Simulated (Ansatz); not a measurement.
One change: `[SH][Al]([SH])[SH]` becomes `[SH][Ga]([SH])[SH]`.

Ansatz, PBE0-D4/def2-TZVP geometries, multiplicity 1. Each molecule was computed in one conformer, which needn't be the lowest.

Scalar relativity is left out up to krypton.

| property | `[SH][Al]([SH])[SH]` |
| --- | --- |
| size of the dipole moment (ωB97M-V/def2-TZVPP) / D | 1.47 |
| size of the dipole moment (B3LYP/def2-TZVPP) / D | 1.46 |
| LUMO energy (B3LYP/def2-TZVPP) / eV | -0.86 |
| LUMO energy (PBE0/def2-TZVPP) / eV | -0.64 |
| HOMO–LUMO gap (PBE0/def2-TZVPP) / eV | 7.10 |
| HOMO energy (B3LYP/def2-TZVPP) / eV | -7.46 |

Give the same properties after the change, and the shifts. (An estimate is asked.)

Computed: 
```json
{"property": "size of the dipole moment (ωB97M-V/def2-TZVPP) / D", "`[SH][Ga]([SH])[SH]`": "1.45", "shift": "-0.02"}
{"property": "size of the dipole moment (B3LYP/def2-TZVPP) / D", "`[SH][Ga]([SH])[SH]`": "1.43", "shift": "-0.03"}
{"property": "LUMO energy (B3LYP/def2-TZVPP) / eV", "`[SH][Ga]([SH])[SH]`": "-1.24", "shift": "-0.38"}
{"property": "LUMO energy (PBE0/def2-TZVPP) / eV", "`[SH][Ga]([SH])[SH]`": "-0.96", "shift": "-0.32"}
{"property": "HOMO–LUMO gap (PBE0/def2-TZVPP) / eV", "`[SH][Ga]([SH])[SH]`": "6.71", "shift": "-0.39"}
{"property": "HOMO energy (B3LYP/def2-TZVPP) / eV", "`[SH][Ga]([SH])[SH]`": "-7.40", "shift": "0.06"}
```

With PBE0 the HOMO rises by 0.07 eV and the LUMO falls by 0.32 eV, so the gap narrows by about 0.39 eV. PBE moves the HOMO by 0.07 eV and ωB97M-V by 0.06 eV. Dipoles are sizes alone; their direction can turn.

B3LYP here is the variant with VWN-RPA as its local correlation; programs differ in this.
